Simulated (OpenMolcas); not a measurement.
Ir5+ (d4) among equal point charges was computed by CASSCF with the d shell active (OpenMolcas, ANO-RCC-VTZP on the metal). Its lowest spin-free states, and all those of the highest spin:

| 2S+1 | Degeneracy | E (cm-1) |
| --- | --- | --- |
| 5 | 2 | 0.0 |
| 5 | 1 | 2988 |
| 5 | 2 | 7844 |
| 3 | 1 | 18476 |
| 3 | 2 | 18956 |
| 3 | 2 | 19833 |
| 3 | 2 | 20801 |
| 3 | 1 | 20827 |
| 3 | 1 | 20833 |
| 3 | 2 | 21950 |
| 3 | 2 | 23529 |
| 3 | 1 | 24231 |

**Question.** Is the site octahedral, tetrahedral or cube-like, axial, or of lower symmetry?

**Answer.** The states with 2S+1 = 5 have orbital degeneracies 2, 1, 2. There are pairs but no triples, so the site is axial: not cubic, but with a proper or improper axis of order three or more. The run had Ir5+ among 6 point charges of -1.7 e arranged as a trigonal prism (D3h), 2.05 Å from the ion, with a polar angle of 48.6° against the regular 49.1°.

Spin-orbit coupling mixes the spin-free states strongly: the lowest level takes only 42 % from its leading state, 5E. Without dynamic correlation the repulsion within the d shell is too large (B by tens of per cent), so at a given field states of lower spin stand too high. Point charges give a weaker field than real ligands, and real ions of this kind are as a rule low spin; the high spin found here belongs to the model. This is an electrostatic model: the charges have no orbitals. No measured value stands beside these numbers.
